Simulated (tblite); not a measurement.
C5H4F3O2 (charge -1).
Structure used (GFN2-xTB), in Å, numbered top down from 1:
```xyz
14
C5H4F3O2 angstrom
O     -1.237    1.895   -1.070
C     -0.091    1.629   -0.718
O      0.955    2.265   -0.773
C      0.045    0.157   -0.059
C      1.407   -0.237    0.386
F      1.457   -1.501    0.935
F      2.323   -0.286   -0.598
F      1.927    0.544    1.350
C     -0.843   -0.927   -0.601
C     -1.118   -0.350    0.748
H     -0.457   -1.936   -0.669
H     -1.493   -0.631   -1.412
H     -1.951    0.332    0.837
H     -0.924   -0.954    1.624
```

Structure optimised with GFN2-xTB, isolated species.

Take the most abundant isotopes and a rigid rotor. The values belong to one conformer with, in the numbering `[O:1]=[C:2]([O-:3])[C:4]1([C:5]([F:6])([F:7])[F:8])[CH2:9][CH2:10]1`, O1–C2–C4–C5 180°.

What are A, B and C (cm⁻¹)?

Ia = 253.23, Ib = 400.41, Ic = 525.99 u·Å²; 505379 MHz·u·Å²/I gives 1996, 1262 and 960.8 MHz, that is A = 0.06657, B = 0.04210, C = 0.03205 cm⁻¹.

Classify the top.

An asymmetric top; Ray's κ = -0.418.

What does the inertial defect say?

Not planar: Δ = Ic − Ia − Ib = -127.65 u·Å². For a rigid frame Δ = −2 Σ m c², so Σ m c² = 63.83 u·Å² lies off the ab plane: 6.37 from hydrogen and 57.46 from heavier atoms. The atom farthest from that plane is 1.27 Å away.

Give the other two planar moments, Paa and Pbb, and the rms extents of the mass along the axes.

Paa = Σ m a² = (Ib + Ic − Ia)/2 = 336.58 and Pbb = Σ m b² = (Ia + Ic − Ib)/2 = 189.41 u·Å². With the mass M = 153.02 u, the rms extents √(P/M) along a, b and c are 1.48, 1.11, 0.65 Å.

List the rotational levels J(Ka,Kc) to J = 4 (MHz).

Above 0(0,0):
J = 1: 1(0,1) 2223, 1(1,1) 2957, 1(1,0) 3258
J = 2: 2(0,2) 6594, 2(1,2) 7101, 2(1,1) 8005, 2(2,1) 10206, 2(2,0) 10281
J = 3: 3(0,3) 12987, 3(1,3) 13276, 3(1,2) 15071, 3(2,2) 16875, 3(2,1) 17225, 3(3,1) 21338, 3(3,0) 21351
J = 4: 4(0,4) 21305, 4(1,4) 21444, 4(1,3) 24375, 4(2,3) 25707, 4(2,2) 26630, 4(3,2) 30351, 4(3,1) 30434, 4(4,1) 36437, 4(4,0) 36438

Estimate the classical rotational partition function at 25 K, 200 K and 500 K.

Point group Cs, symmetry number σ = 1; q = (√π/σ)·√((kT/h)³/(ABC)), k/h = 20836.6 MHz/K: 13500 at 25 K, 307000 at 200 K, 1210000 at 500 K.

Its GFN2-xTB frequencies are all real (lowest 33 cm⁻¹). Zero-point vibration and centrifugal distortion are left out.

On one thread, Arm Neoverse V2 (aarch64), on a shared host, this took 0.5 s. These figures are those of the optimisation.

The numbers are calculated, not measured.
